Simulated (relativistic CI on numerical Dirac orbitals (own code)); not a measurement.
## Hyperfine structure of Ga⁵⁺, mass number 69

Computed by Dirac-Coulomb-Breit CI, KLI orbitals optimised for each configuration, model QED (radiative potential, 1s self-energy scaled to tabulated hydrogen-like ionisation energies), valence Slater integrals scaled by 0.85, P86 correlation energy added to each configuration (own radial code, finite nucleus).

CI space (outside the closed core [Ne]): 3s²3p⁶3d⁸, 3s²3p⁶3d⁷4s, 3s²3p⁶3d⁷4p, 3s²3p⁵3d⁹, 3s²3p⁶3d⁷4d, 3s²3p⁶3d⁷5s, 3s²3p⁶3d⁷5p, 3s²3p⁴3d¹⁰, 3s²3p⁶3d⁷4f, 3s²3p⁶3d⁶4s², 3s3p⁶3d⁹, 3s²3p⁶3d⁷5d, 3s²3p⁶3d⁷5f, 3s²3p⁶3d⁷5g, 3s²3p⁶3d⁶4s4p, 3s²3p⁶3d⁶4p². Levels of other configurations are missing.

Nuclear spin I = 3/2, μ = 2.01502 μN, Q = 0.171 b (tables of Stone and Pyykkö). The electronic factors are computed for point nuclear moments, without core polarisation or the Bohr-Weisskopf and QED corrections.

| Level | E (eV) | A (MHz) | B (MHz) |
| --- | --- | --- | --- |
| 3s²3p⁶3d⁸ ³F4 | 0.0000 | 1224 | -153 |
| 3s²3p⁶3d⁸ ³F3 | 0.3889 | 1663 | -112 |
| 3s²3p⁶3d⁸ ³F2 | 0.6236 | 2354 | -94.7 |
| 3s²3p⁶3d⁸ ¹D2 | 2.2964 | 1609 | 131 |
| 3s²3p⁶3d⁸ ³P2 | 2.9549 | 1413 | 207 |
| 3s²3p⁶3d⁸ ³P1 | 3.0225 | -31.32 | -109 |
| 3s²3p⁶3d⁸ ¹G4 | 4.0151 | 1783 | -618 |
| 3s²3p⁶3d⁷4s ⁵F5 | 36.4121 | 3757 | 165 |

Levels with J = 0, under 50 % of one LS term, or S terms without an open s electron are left out. Small factors come from cancelling terms and can be off by tens of per cent or more.

At this charge configurations can still be misplaced by up to about 7 % of their energy. 61 of the 69 excited levels that our extract of the measured tables holds in this range could be paired (the sources list more); they are missed by 2085 cm⁻¹ on average and 8643 at most, and levels without a partner can miss by more.

Give the hyperfine levels of 3s²3p⁶3d⁸ ³F4 relative to its centre of gravity.

With K = F(F + 1) − I(I + 1) − J(J + 1), E = AK/2 + B[¾K(K + 1) − I(I + 1)J(J + 1)]/[2I(2I − 1)J(2J − 1)]: F = 5/2: -9254, F = 7/2: -4866, F = 9/2: 678.7, F = 11/2: 7305 MHz.

LS names give the leading component of a level, which can be under half, so a name can repeat, a term be missing and a line seem to break the LS rules.
